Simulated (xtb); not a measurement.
BiI2, charge +1, singlet, at a GFN2-xTB geometry (such geometries of metal compounds can be far from the true shape). Base run: GFN0-xTB (xtb).

Geometry (Å):
```xyz
3

Bi     0.8677     0.4311     0.2772
I     -1.0088     1.1662    -1.5248
I     -0.3500    -1.8413     1.0907
```
Charge +1, spin multiplicity 1.
All else is at xtb's defaults.
Base energy -7.90435 Eh.

The base run was repeated with changes; each row names its change, and settings that it needs were set with it.

```
change         ΔE vs base (kcal/mol)  HOMO-LUMO gap (eV)
-------------  ---------------------  ------------------
base                           0.000                3.17
acc = 30                       0.000                3.17
acc = 0.0001                   0.000                3.17
etemp = 5000                   -1.69                3.17
etemp = 10000                    ___                3.17
```

What belongs in the gaps?


- etemp = 10000, ΔE vs base (kcal/mol): -23.08
